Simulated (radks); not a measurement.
Task: Radial electron density D(r) = 4 pi r^2 rho(r) of an atom or ion with 36 electrons. Method: Dirac Kohn-Sham, BLYP, spin-unpolarised, spherical densities, point nucleus; computed with a radial shooting solver on a logarithmic mesh with Libxc functionals.

r (bohr),D(r) (e/bohr)
0.004745,8.784
0.005436,10.82
0.006278,13.39
0.00725,16.40
0.008306,19.66
0.009593,23.53
0.01108,27.73
0.01279,32.14
0.01466,36.30
0.01693,40.42
0.01955,43.92
0.02258,46.44
0.02587,47.66
0.02988,47.59
0.0345,46.21
0.03985,43.96
0.04565,41.70
0.05272,40.09
0.06089,40.18
0.06976,42.31
0.08056,46.54
0.09304,51.71
0.1075,55.97
0.1231,57.42
0.1422,55.11
0.1642,49.19
0.1896,41.73
0.2172,35.94
0.2509,33.44
0.2898,35.07
0.332,38.60
0.3834,41.21
0.4428,39.96
0.5113,34.26
0.5858,26.35
0.6766,17.93
0.7814,11.65
0.9024,8.194
1.034,6.872
1.194,6.264
1.379,5.487
1.592,4.292
1.824,3.073
2.107,2.071
2.433,1.485
2.788,1.181
3.22,0.9192
3.718,0.6312
4.294,0.3556
4.92,0.1661
5.682,0.05685
6.562,0.01427
7.578,0.002541
8.682,0.0003510

What is the nuclear charge?

Result: Z = 38. The innermost maximum, from 1s, lies near gamma/Z bohr with gamma = sqrt(1 - (Z/c)^2) = 0.961, here 0.0253 bohr (found: 0.0276), and its height grows with Z. The density is that of the strontium ion Sr2+ in [Ar] 3d10 4p6 5s2; the configuration itself is not fixed sharply by these data, and Z only to a few units. D(r) has 3 maxima, at r = 0.0276, 0.122, 0.396 bohr, and minima at 0.0562, 0.253 bohr, inside which lie 2.06, 11.05 electrons.
